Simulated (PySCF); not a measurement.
# Computed properties of CH10O2Si3, SMILES OC[Si](O)([SiH3])[SiH3]

CH10O2Si3, SMILES O[Si]([SiH3])(CO)[SiH3]. The structure is a stationary point at PBE0-D3(BJ)/def2-SVP. The structure was generated by enumeration, and PubChem lists no compound with its InChIKey, so it may never have been made. One conformer was computed; it need not be the lowest. All values are computed for the isolated molecule unless a solvent is named; none is compared with measurement here.

**Structure.** All 42 harmonic modes at PBE0-D3(BJ)/def2-SVP (PySCF) are real, so it is a minimum. With heavy atoms numbered as in [OH:1][CH2:2][Si:3]([OH:4])([SiH3:5])[SiH3:6], the shortest bond between them is O1–C2 at 1.408 Å and the longest Si3–Si5 at 2.352 Å.

**Vibrations.** The strongest infrared lines (harmonic, unscaled, degenerate partners summed) lie at 820 cm⁻¹ (288 km/mol, H 52 %, O 24 %, Si 18 %), 849 cm⁻¹ (259 km/mol, H 78 %, Si 15 %), 2221 cm⁻¹ (142 km/mol, H 96 %). The softest mode is at 52 cm⁻¹ and the zero-point energy is 67.2 kcal/mol.

**Electronic structure.** HF/def2-TZVP (PySCF) places the frontier levels at -10.12 and 2.33 eV, a gap of 12.45 eV, and gives a dipole moment of 2.07 D. PBE/def2-TZVP (PySCF) at the same geometry gives -5.95 and -1.65 eV, so its gap is 8.15 eV narrower. An orbital gap is neither the optical nor the fundamental gap.

**Excitations.** TDA-CAM-B3LYP/def2-SVPD (PySCF) has S1 at 5.62 eV (220 nm, f = 0.002, dark); the most intense of the 6 singlets computed lies at 6.38 eV (f = 0.13). T1 (TDA) is at 5.06 eV, 0.56 eV under S1. TDA-PBE/def2-SVPD (PySCF) puts S1 at 4.52 eV. No vertical singlet excitation falls in the visible range (under 3.1 eV).

**NMR.** GIAO shifts at PBE0/pcSseg-1 (PySCF) (non-relativistic, atoms alike by connectivity averaged): ¹³C at 56.9 ppm against TMS; ¹H from 0.3 to 4.0 ppm against TMS; ²⁹Si from -110.5 to 16.4 ppm against TMS.

**Solvation.** SMD-ωB97X/6-31G* (PySCF) gives -5.4 kcal/mol in water, -5.6 kcal/mol in dichloromethane, -5.9 kcal/mol in acetone (1 M in both phases, gas-phase geometry).
